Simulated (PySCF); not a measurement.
**Molecular orbitals of WCl⁺**

PW91 at R = 2.163 Å; PySCF, scalar-relativistic core potentials, basis sets W def2-TZVPPD with ECP60, Cl def2-TZVPPD. State: ⁵Π (quintet), unpaired electrons σ ↑, π ↑, δ ↑↑. Only the outer orbitals are listed, counted within each symmetry, core potentials removing the inner ones.

```csv
spin,orbital,occ.,ε (eV),on W (%),main shells (%)
α,6σ,1,-26.79,8,92 Cl s
α,7σ,1,-16.44,28,"67 Cl p, 19 W d, 8 W s"
α,3π,1,-15.20,25,"74 Cl p, 23 W d"
α,3π,1,-15.16,26,"74 Cl p, 24 W d"
α,8σ,1,-12.59,100,"52 W d, 48 W s"
α,1δ,1,-12.19,100,100 W d
α,1δ,1,-12.07,100,"85 W d, 15 W s"
α,4π,1,-11.52,76,"73 W d, 23 Cl p"
α,4π,0,-11.42,76,"74 W d, 22 Cl p"
α,9σ,0,-9.66,81,"32 W d, 28 W s, 20 W p"
α,5π,0,-6.69,95,94 W p
β,2π,1,-47.85,100,100 W p
β,2π,1,-47.04,100,100 W p
β,6σ,1,-26.82,7,92 Cl s
β,7σ,1,-16.19,22,"74 Cl p, 14 W d"
β,3π,1,-15.10,13,"86 Cl p, 11 W d"
β,3π,1,-14.68,12,"88 Cl p, 10 W d"
β,8σ,0,-9.99,98,"57 W s, 41 W d"
β,4π,0,-9.97,86,"85 W d, 12 Cl p"
β,4π,0,-9.17,87,"86 W d, 10 Cl p"
```

Task: Which are the highest filled and the lowest empty level, where do they sit, and how wide is the gap?

Result: Highest filled α 4π at -11.52 eV (in %: 73 W d, 23 Cl p); lowest empty α 4π at -11.42 eV (in %: 74 W d, 22 Cl p); the gap at PW91 is 0.10 eV. Both belong to one degenerate shell, split only by its one-sided filling, so this is no excitation gap.

```json
{
  "bond order (Mayer)": "1.76",
  "⟨S²⟩": "6.029",
  "charge on W (Mulliken, basis-dependent)": "0.86",
  "charge on W (Löwdin, basis-dependent)": "0.71",
  "dipole moment (positive dipole points towards Cl; it is taken about the centre of mass and depends on that origin)": "-1.67 D"
}
```

Spin–orbit coupling is left out. With d or f electrons several states lie close, and the lowest PBE0 determinant need not be the measured ground state.
